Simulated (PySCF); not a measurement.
**Ionisation energy of Pr⁵³⁺ by level of theory**

Pr⁵³⁺ [He] 2s2 2p2 (3P) → Pr⁵⁴⁺ [He] 2s2 2p1 (2P), as a difference of total energies. All numbers are calculated (PySCF 2.14, scalar relativity by spin-free X2C-1e, in an uncontracted even-tempered set (19 s from 29 bohr⁻², ratio 2.2; 12 p from 37 bohr⁻², ratio 2.2; 5 d from 140 bohr⁻², ratio 2.4; 5 f from 210 bohr⁻², ratio 2.4; 4 g from 320 bohr⁻², ratio 2.4)). Correlated levels: nothing frozen; virtual orbitals above 40 to 60 times the deepest correlated orbital energy dropped. The calculations carry no spin-orbit coupling.

```csv
method,ionisation energy (eV)
UHF,10644.2
LDA,10638.0
PBE,10642.2
PBE0,10643.0
r2SCAN,10647.2
PW91,10643.8
BP86,10643.8
MP2 (all electrons),10643.9
SCS-MP2 (all electrons),10643.4
```

Spin-orbit coupling is strong in these open shells (close to jj coupling). The scalar numbers leave it out and a first-order estimate fails, so it can dominate the gap to the real levels.

For this ion Breit and QED terms and the two-electron picture change, all absent here, outweigh the differences among the correlated methods.

For comparison: 10959 ± 5 eV (theoretical estimate listed by NIST; NIST Atomic Spectra Database, ionization energies).
